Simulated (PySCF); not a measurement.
C5H6BrF.
Atom-mapped SMILES: `[CH2:1]=[C:2]([Br:3])[C:4](=[CH2:5])[CH2:6][F:7]` (hydrogens: H8, H9 on C1; H10, H11 on C5; H12, H13 on C6)

Cartesian coordinates in Å at the PBE0-D3(BJ)/def2-SVP level; atoms count from 1:
```xyz
13
C5H6BrF angstrom
C      1.4060    0.6479   -0.3586
C      0.5781   -0.3386    0.0067
Br     1.3389   -2.0338    0.4137
C     -0.8839   -0.2129    0.1197
C     -1.7053   -1.2400    0.3832
C     -1.4556    1.1736   -0.0154
F     -1.1927    1.7286   -1.2476
H      2.4849    0.4980   -0.4107
H      1.0027    1.6201   -0.6469
H     -2.7845   -1.0826    0.4502
H     -1.3273   -2.2516    0.5424
H     -1.0237    1.8391    0.7526
H     -2.5471    1.1376    0.1236
```

Method used: core-valence-separated Tamm–Dancoff BHandHLYP/aug-pcX-1 (pcseg-1 on H, def2-SVPD on Br) in PySCF, non-relativistic, gas phase, PBE0-D3(BJ)/def2-SVP geometry. The energies are unshifted.

Q: Give energies, oscillator strengths and core holes at the C K edge.

A: 
```json
{"E (eV)": "282.09", "f": "0.0591", "core hole on": "C5", "main final orbital": "LUMO (74 %)", "polarisation": "normal to the local trigonal plane"}
{"E (eV)": "282.17", "f": "0.0589", "core hole on": "C1", "main final orbital": "LUMO (72 %)", "polarisation": "normal to the local trigonal plane"}
{"E (eV)": "282.97", "f": "0.0508", "core hole on": "C4", "main final orbital": "LUMO (72 %)", "polarisation": "normal to the local trigonal plane"}
{"E (eV)": "283.93", "f": "0.0561", "core hole on": "C2", "main final orbital": "LUMO (68 %)", "polarisation": "normal to the local trigonal plane"}
{"E (eV)": "284.82", "f": "0.0596", "core hole on": "C2", "main final orbital": "LUMO+1 (51 %)", "polarisation": "in the local trigonal plane"}
{"E (eV)": "285.81", "f": "0.0133", "core hole on": "C1", "main final orbital": "LUMO+1 (43 %)", "polarisation": "in the local trigonal plane"}
{"E (eV)": "286.21", "f": "0.0140", "core hole on": "C5", "main final orbital": "LUMO+2 (65 %)", "polarisation": "in the local trigonal plane"}
{"E (eV)": "286.41", "f": "0.0063", "core hole on": "C1", "main final orbital": "LUMO+3 (69 %)", "polarisation": "in the local trigonal plane"}
{"E (eV)": "286.49", "f": "0.0328", "core hole on": "C6", "main final orbital": "LUMO (48 %)", "polarisation": "–"}
{"E (eV)": "286.62", "f": "0.0090", "core hole on": "C4", "main final orbital": "spread", "polarisation": "normal to the local trigonal plane"}
{"E (eV)": "286.84", "f": "0.0053", "core hole on": "C4", "main final orbital": "LUMO+1 (52 %)", "polarisation": "mixed"}
{"E (eV)": "286.86", "f": "0.0165", "core hole on": "C5", "main final orbital": "LUMO+1 (47 %)", "polarisation": "in the local trigonal plane"}
{"E (eV)": "287.07", "f": "0.0104", "core hole on": "C1", "main final orbital": "spread", "polarisation": "in the local trigonal plane"}
{"E (eV)": "287.16", "f": "0.0113", "core hole on": "C5", "main final orbital": "LUMO+1 (33 %)", "polarisation": "in the local trigonal plane"}
{"E (eV)": "287.39", "f": "0.0038", "core hole on": "C5", "main final orbital": "LUMO+5 (51 %)", "polarisation": "mixed"}
{"E (eV)": "287.52", "f": "0.0025", "core hole on": "C1", "main final orbital": "LUMO+5 (54 %)", "polarisation": "mixed"}
{"E (eV)": "287.56", "f": "0.0004", "core hole on": "C4", "main final orbital": "LUMO+2 (78 %)", "polarisation": "–"}
{"E (eV)": "287.59", "f": "0.0006", "core hole on": "C5", "main final orbital": "spread", "polarisation": "–"}
{"E (eV)": "287.59", "f": "0.0166", "core hole on": "C2", "main final orbital": "spread", "polarisation": "normal to the local trigonal plane"}
{"E (eV)": "287.69", "f": "0.0034", "core hole on": "C1", "main final orbital": "LUMO+6 (44 %)", "polarisation": "in the local trigonal plane"}
{"E (eV)": "287.70", "f": "0.0227", "core hole on": "C6", "main final orbital": "LUMO (45 %)", "polarisation": "–"}
{"E (eV)": "287.85", "f": "0.0016", "core hole on": "C5", "main final orbital": "LUMO+3 (31 %)", "polarisation": "mixed"}
```

The first line with a tenth or more of the strongest one's intensity is at 282.09 eV (f = 0.059), with the hole on C5 (terminal =CH2 carbon), polarised normal to the local trigonal plane: a 1s→π* resonance. The strongest listed is at 284.82 eV (f = 0.060; C2).

Q: What does the F 1s absorption edge look like?

A: 
```
E (eV)       f  core hole on  main final orbital
684.80  0.0233            F7         LUMO (41 %)
686.01  0.0046            F7         LUMO (56 %)
686.65  0.0070            F7       LUMO+2 (37 %)
687.21  0.0005            F7       LUMO+1 (54 %)
687.64  0.0009            F7       LUMO+2 (30 %)
687.82  0.0034            F7       LUMO+4 (55 %)
687.91  0.0032            F7              spread
```

The first line with a tenth or more of the strongest one's intensity is at 684.80 eV (f = 0.023), with the hole on F7 (alkyl fluorine). It is also the strongest listed.

Roots within 0.03 eV whose holes lie on the same, on equivalent or on shared atoms are summed into one line, and the highest roots are left out, as the search may have cut off their partners. Final orbitals are the ground state's empty Kohn–Sham orbitals. A dash: too weak, shared between unlike atoms, or no plane or axis to refer to.

Q: What length of transition dipole belongs to the line at 282.97 eV?

A: From f = (2/3) ΔE |μ|² in atomic units, with ΔE = 10.399 Eh and f = 0.0508: |μ| = 0.086 au = 0.22 D.

Only the lowest roots of each edge were sought. Relativistic effects, spin–orbit coupling among them, are left out although an element past zinc is present.

Cost: about 40 s of CPU time on one thread; the machine was shared, so the figure is rough.

One conformer stands for the species.
